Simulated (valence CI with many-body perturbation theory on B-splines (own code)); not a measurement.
# E1 transitions of As20+

Method: configuration interaction combined with many-body perturbation theory (CI+MBPT): three valence electrons over a frozen Dirac-Fock core [Ne], radial functions for each j: 11 s, 11 p, 10 d, 8 f, 5 g, 2 h, with the one-electron correlation potential Σ1 (screened to all orders), the two-electron term Σ2, the three-electron term Σ3, Breit, model QED; selected single and double excitations, second order for the rest, scaled by the run's own slope (own B-spline code, finite nucleus).

No measured spectrum was set against this ion. As an estimate, levels of excited configurations hold to 0.05 to 0.15 % of their energy, terms of the ground configuration to about 0.5 %.

Lines 101 to 150 of 583 in falling wavelength, among levels below 3283.8 × 10³ cm⁻¹, chosen from the strongest by gf and those to the six lowest levels. Wavelengths and rates use the calculated energies, so an error of 400 cm⁻¹ moves a line at 20.29 nm by 0.081 % and its rate by three times that or more. Electric multipoles are in the length gauge with retardation, E1 and E2 with the static RPA response of the core. Weak lines are less certain than strong ones. Lines between different terms over intervals too small for the method are left out, as are lines whose strength nearly cancels. The highest levels of a list are the least certain.

Names give the largest LS component (configuration and term), which can be under half, so a name can repeat, a term be missing and a line seem to break the LS rules; names also repeat where a configuration has a term twice. Letters in brackets count levels of one name in rising energy.

```tsv
λ vac (nm)	Upper	Lower	A (s⁻¹)	log gf	Branch %
20.29	3p2 3d 4F_5/2	3s 3p 3d 4F°_5/2	8.44e+09	-0.51	28.1
20.28	3p2 3d 4P_3/2 [a]	3s 3p 3d 4D°_5/2	1.04e+10	-0.59	11.5
20.27	3p 3d2 2G°_7/2 [a]	3p2 3d 2F_7/2 [b]	3.10e+09	-0.82	4.8
20.25	3p 3d2 2P°_1/2 [c]	3s 3d2 2S_1/2	1.92e+10	-0.63	12.0
20.22	3d3 2P_3/2	3p 3d2 2D°_5/2 [b]	6.28e+09	-0.81	5.3
20.16	3s 3p 3d 4F°_3/2	3s 3p2 2D_3/2	8.02e+08	-1.71	36.0
20.10	3s 3p2 2P_1/2	3s2 3p 2P°_3/2	3.15e+08	-2.42	0.6
20.08	3p2 3d 4F_7/2	3s 3p 3d 4F°_7/2	8.36e+09	-0.39	27.7
20.06	3p 3d2 2P°_1/2 [c]	3s 3d2 2P_3/2	1.14e+10	-0.86	7.2
20.03	3p 3d2 2D°_5/2 [a]	3s 3d2 2D_5/2	8.72e+09	-0.50	7.4
20.03	3p2 3d 2D_3/2 [b]	3s 3p 3d 2P°_1/2 [b]	8.20e+09	-0.70	7.1
20.02	3p 3d2 2D°_5/2 [a]	3s 3d2 2D_3/2	6.98e+09	-0.60	5.9
19.96	3p 3d2 2F°_7/2 [c]	3s 3d2 2G_9/2	5.32e+09	-0.59	4.5
19.96	3d3 2G_7/2	3p 3d2 2F°_5/2 [d]	1.68e+10	-0.10	17.9
19.87	3p 3d2 4F°_7/2	3p2 3d 2F_5/2 [b]	5.85e+09	-0.56	8.2
19.87	3p 3d2 2P°_3/2 [c]	3s 3d2 2S_1/2	8.28e+09	-0.71	5.2
19.84	3d3 2H_9/2	3p 3d2 2G°_7/2 [b]	3.39e+10	0.30	44.6
19.82	3p 3d2 2F°_7/2 [c]	3s 3d2 2D_5/2	8.64e+09	-0.39	7.3
19.75	3p2 3d 4F_5/2	3s 3p 3d 4F°_3/2	3.66e+09	-0.89	12.2
19.72	3p 3d2 4P°_5/2	3s 3d2 4F_5/2	4.08e+09	-0.85	5.1
19.69	3p 3d2 2P°_3/2 [c]	3s 3d2 2P_3/2	3.40e+10	-0.10	21.4
19.68	3p 3d2 4D°_5/2 [a]	3p2 3d 2P_3/2 [b]	4.02e+09	-0.85	7.7
19.67	3p 3d2 2P°_1/2 [c]	3s 3d2 2P_1/2	1.13e+10	-0.88	7.1
19.63	3p 3d2 4D°_7/2 [b]	3s 3d2 4F_9/2	6.28e+09	-0.54	5.5
19.63	3s 3p 3d 4F°_5/2	3s 3p2 2D_3/2	4.42e+07	-2.81	1.8
19.61	3p2 3d 2D_5/2 [a]	3s 3p 3d 2D°_3/2 [a]	4.10e+09	-0.85	4.8
19.59	3p2 3d 4P_1/2	3s 3p 3d 4P°_3/2	1.51e+10	-0.76	13.7
19.57	3p2 3d 2D_3/2 [a]	3s 3p 3d 2F°_5/2 [a]	7.31e+09	-0.77	15.2
19.54	3p 3d2 4S°_3/2	3s 3d2 4P_3/2	8.20e+09	-0.73	5.2
19.53	3p3 2D°_5/2	3s 3p2 4P_5/2	8.62e+08	-1.53	11.1
19.51	3p3 2D°_3/2	3s 3p2 4P_3/2	2.79e+09	-1.20	14.3
19.45	3p 3d2 4S°_3/2	3s 3d2 4P_1/2	8.34e+09	-0.72	5.3
19.45	3p 3d2 4D°_3/2	3s 3d2 4F_5/2	6.09e+09	-0.86	5.0
19.43	3d3 2F_7/2	3p 3d2 2D°_5/2 [b]	2.66e+10	0.08	27.2
19.39	3p 3d2 4D°_7/2 [b]	3s 3d2 4F_7/2	3.66e+09	-0.78	3.2
19.39	3p2 3d 4F_9/2	3s 3p 3d 4F°_7/2	5.09e+09	-0.54	18.8
19.38	3p 3d2 4D°_5/2 [b]	3s 3d2 4F_7/2	6.34e+09	-0.67	6.0
19.36	3d3 2H_11/2	3p 3d2 2G°_9/2 [c]	4.49e+10	0.48	66.4
19.33	3d3 2F_5/2	3p 3d2 2D°_3/2 [d]	2.76e+10	-0.03	27.9
19.33	3p 3d2 2D°_5/2 [b]	3s 3d2 2F_7/2	1.64e+10	-0.26	12.5
19.30	3p2 3d 2D_5/2 [c]	3s 3p 3d 2F°_7/2 [b]	1.34e+10	-0.35	11.8
19.30	3p 3d2 4D°_3/2	3s 3d2 4F_3/2	7.49e+09	-0.78	6.1
19.29	3p2 3d 4F_7/2	3s 3p 3d 4F°_5/2	4.10e+09	-0.74	13.6
19.25	3p2 3d 2F_7/2 [b]	3s 3p 3d 2F°_7/2 [a]	1.84e+10	-0.09	17.9
19.21	3p 3d2 2G°_7/2 [a]	3p2 3d 2F_5/2 [b]	1.02e+10	-0.35	15.7
19.20	3p3 4S°_3/2	3s 3p2 4P_5/2	1.95e+10	-0.37	39.0
19.20	3p 3d2 4D°_5/2 [b]	3s 3d2 4F_5/2	4.96e+09	-0.78	4.7
19.16	3p2 3d 2D_3/2 [b]	3s 3p 3d 2F°_5/2 [b]	1.61e+10	-0.45	14.0
19.16	3p 3d2 2D°_3/2 [d]	3s 3d2 2F_5/2	1.26e+10	-0.56	8.9
19.13	3p 3d2 4D°_1/2 [c]	3s 3d2 4F_3/2	2.17e+10	-0.62	17.8
```

Question: How does gf follow from A for the line at 19.13 nm?

Answer: gf = 1.4992 × (2J+1)_upper × A / σ², with σ = 522659 cm⁻¹ and 2J+1 = 2: gf = 0.238.
